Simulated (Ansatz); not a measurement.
```xyz
7

Os    0.0000    0.0000    0.0000
F     0.0000    0.0000    1.8300
F     0.0000    0.0000   -1.8300
F     1.8300    0.0000    0.0000
F    -1.8300    0.0000    0.0000
F     0.0000    1.8300    0.0000
F     0.0000   -1.8300    0.0000
```

Basis set: def2-TZVP on F; def2-TZVPP on Os. Charge 0. Computed with Ansatz (development build ahead of 0.2.0); the lowest solution found for each multiplicity.

Problem. How do the multiplicities compare at this shape? Give, from the lowest of each method, PBE0 (unrestricted) for 1, 3; PBE0 (restricted) for 1, 3.

Solution.

```tsv
method	multiplicity	E (eV)	<S²>
PBE0, unrestricted	1	0.325	1.00
PBE0, unrestricted	3	0.000	2.01
PBE0, restricted	1	1.083	0.00
PBE0, restricted	3	0.000	2.00
```

Caution: other spin multiplicities may lie lower. Caution for PBE0, unrestricted: the unrestricted determinant is a mixture of spin states. Caution for PBE0, restricted: an unrestricted determinant lies well below.
